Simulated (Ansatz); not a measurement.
# A relaxation, step by step

SiN$_{2}$H$_{8}$Cl$_{2}$, closed shell, PBE0-D4/def2-TZVP (Ansatz 0.2.0). Settings:

```yaml
hamiltonian: {xc: pbe0, dispersion: d4}
relax: {f_tol: 0.005, max_steps: 200}
```

Start, a step off a saddle point along its unstable mode:

```json
{"atom": "Si1", "x (Å)": "-0.2732", "y (Å)": "1.1607", "z (Å)": "0.8073"}
{"atom": "H2", "x (Å)": "-0.0141", "y (Å)": "-0.7758", "z (Å)": "1.0090"}
{"atom": "Cl3", "x (Å)": "-2.2241", "y (Å)": "0.4943", "z (Å)": "0.2470"}
{"atom": "Cl4", "x (Å)": "-0.0316", "y (Å)": "1.0307", "z (Å)": "2.8718"}
{"atom": "H5", "x (Å)": "-0.5652", "y (Å)": "2.5779", "z (Å)": "0.7019"}
{"atom": "H6", "x (Å)": "0.1573", "y (Å)": "-0.9163", "z (Å)": "-1.6242"}
{"atom": "N7", "x (Å)": "1.0549", "y (Å)": "1.0368", "z (Å)": "-0.2371"}
{"atom": "H8", "x (Å)": "-0.1240", "y (Å)": "-0.9979", "z (Å)": "0.4008"}
{"atom": "N9", "x (Å)": "-0.2220", "y (Å)": "-1.6247", "z (Å)": "-1.1031"}
{"atom": "H10", "x (Å)": "1.4314", "y (Å)": "1.8829", "z (Å)": "-0.5526"}
{"atom": "H11", "x (Å)": "1.8182", "y (Å)": "0.3314", "z (Å)": "-0.0286"}
{"atom": "H12", "x (Å)": "0.2261", "y (Å)": "-2.5157", "z (Å)": "-1.2302"}
{"atom": "H13", "x (Å)": "-1.2338", "y (Å)": "-1.6844", "z (Å)": "-1.2622"}
```

```json
{"step": "1", "energy less the last (meV)": "1737.9", "largest force component (eV/Å)": "6.035"}
{"step": "8", "energy less the last (meV)": "140.7", "largest force component (eV/Å)": "0.712"}
{"step": "15", "energy less the last (meV)": "24.9", "largest force component (eV/Å)": "0.046"}
{"step": "22", "energy less the last (meV)": "14.7", "largest force component (eV/Å)": "0.057"}
{"step": "29", "energy less the last (meV)": "6.9", "largest force component (eV/Å)": "0.117"}
{"step": "36", "energy less the last (meV)": "3.3", "largest force component (eV/Å)": "0.065"}
{"step": "43", "energy less the last (meV)": "1.6", "largest force component (eV/Å)": "0.060"}
{"step": "50", "energy less the last (meV)": "1.0", "largest force component (eV/Å)": "0.019"}
{"step": "57", "energy less the last (meV)": "0.8", "largest force component (eV/Å)": "0.035"}
{"step": "64", "energy less the last (meV)": "0.4", "largest force component (eV/Å)": "0.018"}
{"step": "71", "energy less the last (meV)": "0.3", "largest force component (eV/Å)": "0.006"}
{"step": "78 (rejected trial)", "energy less the last (meV)": "0.5", "largest force component (eV/Å)": "0.113"}
{"step": "85", "energy less the last (meV)": "0.1", "largest force component (eV/Å)": "0.015"}
{"step": "92", "energy less the last (meV)": "0.0", "largest force component (eV/Å)": "0.004"}
{"step": "98", "energy less the last (meV)": "0.0", "largest force component (eV/Å)": "0.005"}
```

Step 15, positions (Å) and forces (eV/Å):

```csv
atom,x,y,z,Fx,Fy,Fz
Si1,-0.410,1.785,0.755,-0.005,-0.002,0.014
H2,0.339,-1.757,2.042,-0.010,-0.001,0.003
Cl3,-2.179,0.887,0.226,0.000,0.005,-0.003
Cl4,-0.159,1.461,2.776,0.004,-0.005,-0.003
H5,-0.545,3.246,0.623,-0.002,0.008,0.001
H6,-0.246,-1.134,-2.470,-0.002,-0.007,0.034
N7,0.784,1.151,-0.239,0.025,-0.040,-0.044
H8,0.455,-1.930,1.326,0.013,-0.001,-0.002
N9,-0.014,-1.455,-1.536,-0.002,0.029,-0.046
H10,1.731,1.491,-0.202,-0.016,-0.002,0.013
H11,0.704,0.206,-0.622,-0.011,0.038,0.016
H12,0.430,-2.360,-1.633,0.003,-0.014,0.023
H13,-0.890,-1.592,-1.045,0.003,-0.006,-0.005
```

Last step (98):

Si1  (-0.332, 1.794, 0.768)
H2  (-0.136, -1.925, 1.826)
Cl3  (-2.121, 0.809, 0.559)
Cl4  (0.481, 1.104, 2.537)
H5  (-0.573, 3.233, 0.975)
H6  (0.191, -1.637, -2.430)
N7  (0.578, 1.502, -0.613)
H8  (-0.224, -2.656, 1.697)
N9  (0.185, -1.358, -1.456)
H10  (1.415, 2.034, -0.789)
H11  (0.607, 0.556, -1.003)
H12  (0.706, -2.053, -0.936)
H13  (-0.775, -1.404, -1.134)
(Å)

Time: 7.5 min of wall clock on 8 CPU threads of an Intel Xeon; the host was shared. Peak host memory: 0.78 GiB.
